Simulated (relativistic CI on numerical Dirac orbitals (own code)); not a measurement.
**Hyperfine structure of Cu¹¹⁺, mass number 63**

Computed by Dirac-Coulomb-Breit CI, separate exchange-only KLI orbitals for each configuration, model QED, unscaled Slater integrals (own radial code, finite nucleus).

Configuration list (outside the closed core [Ne]): 3s2.3p6, 3s2.3p5.3d, 3s.3p6.3d, 3s2.3p5.4s, 3s2.3p5.4p, 3s2.3p5.4d, 3s.3p6.4s, 3s2.3p5.4f, 3s.3p6.4p, 3p6.3d2, 3p5.3d3, 3p5.3d2.4s, 3p5.3d2.4p, 3p5.3d2.4d. Double excitations out of closed p, d and f shells are left out; levels of such configurations are missing from the list, as are those of other unlisted configurations, and high levels can miss mixing partners. These lack a partner that the ground configuration has and come out too high: 3s2.3p5.4f.

Nuclear spin I = 3/2, μ = 2.2259 μN, Q = -0.22 b (tables of Stone and Pyykkö). The electronic factors are computed for point nuclear moments, without core polarisation or the Bohr-Weisskopf and QED corrections.

```
           Level   E (eV)  A (MHz)  B (MHz)
3s2.3p5.3d 3P°_1  61.8360    350.7     -162
3s2.3p5.3d 3P°_2  63.0367    -1128     -204
3s2.3p5.3d 3F°_4  64.5126     4340     2010
3s2.3p5.3d 3F°_3  65.1272     6884     2070
3s2.3p5.3d 3F°_2  66.1404    10850     1790
3s2.3p5.3d 3D°_3  69.5457     3757    -1060
3s2.3p5.3d 1D°_2  70.2858     9015    -2540
3s2.3p5.3d 3D°_1  70.7344    114.2     -834
```

Levels with J = 0, under 50 % of one LS term, or S terms without an open s electron are left out. Small factors come from cancelling terms and can be off by tens of per cent or more.

At this charge energies of transitions that change n are usually good to better than 1 %, and those within a shell (Δn = 0) to a few per cent.

(1) Give the hyperfine levels of 3s2.3p5.3d 3F°_4 relative to its centre of gravity.

Answers

(1) With K = F(F + 1) − I(I + 1) − J(J + 1), E = AK/2 + B[¾K(K + 1) − I(I + 1)J(J + 1)]/[2I(2I − 1)J(2J − 1)]: F = 5/2: -31560, F = 7/2: -17760, F = 9/2: 1291, F = 11/2: 26540 MHz.

LS names give the leading component of a level, which can be under half, so a name can repeat, a term be missing and a line seem to break the LS rules.
